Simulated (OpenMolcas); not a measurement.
Ru3+ among 8 point charges of -1.2 e arranged as a cube (Oh), 2.22 Å from the ion.
```
   1.2817    1.2817    1.2817  -1.20
   1.2817    1.2817   -1.2817  -1.20
   1.2817   -1.2817    1.2817  -1.20
   1.2817   -1.2817   -1.2817  -1.20
  -1.2817    1.2817    1.2817  -1.20
  -1.2817    1.2817   -1.2817  -1.20
  -1.2817   -1.2817    1.2817  -1.20
  -1.2817   -1.2817   -1.2817  -1.20
```

| Item | Value |
| --- | --- |
| Program | OpenMolcas |
| Method | SS-CASPT2, IPEA 0.25 Eh, imaginary shift 0.1 Eh (closed shells correlated: 4s 4p) |
| Basis | ANO-RCC-VDZP [6s5p3d1f] |
| Scalar Hamiltonian | DKH2, point nucleus |
| Active space | 5 electrons in 5 orbitals (4d) |
| State averaging | 2S+1 = 6 even, 1 root; 2S+1 = 4 even, 24 roots; 2S+1 = 2 even, 75 roots |
| Spin-orbit coupling | RASSI with atomic mean-field integrals over the reference wave functions |

**Question.** What is the spin-free ground state (labels of O, the rotations of Oh)?

**Answer.** 6A1, 1-fold in its orbital part, 100 % from free-ion S terms; it has the highest spin that d5 allows.

**Question.** What are the lowest two levels with spin-orbit coupling?

**Answer.** A 4-fold level Γ8, then a 2-fold level Γ7 0 cm-1 above it. Their leading multiplicities are 6 (99 %) and 6 (99 %).

**Question.** What is χT at 300 K, and how does it compare with the textbook value?

**Answer.** The lowest level has 2S+1 = 6, for which the spin-only value is χT = S(S+1) / 2 = 4.375 cm3 K/mol (g = 2). The computed 4.370 at 300 K differs by -0.005, through a little spin-orbit mixing out of the ground term, against the free-electron g of 2.0023, which raises it.

Roots that are degenerate in the reference are averaged as groups; the widest CASPT2 spread within a group is 92 cm-1 (the 3-fold group of multiplicity 2 near 35900 cm-1 above the lowest state of its run). Shifts and gaps below about the spread of the groups concerned are not significant. Point charges give a weaker field than real ligands, and real ions of this kind are as a rule low spin; the high spin found here belongs to the model. Free-ion shares, where given, are those of the reference states; single-state CASPT2 does not remix them. This is an electrostatic model: the charges have no orbitals. No measured value stands beside these numbers.
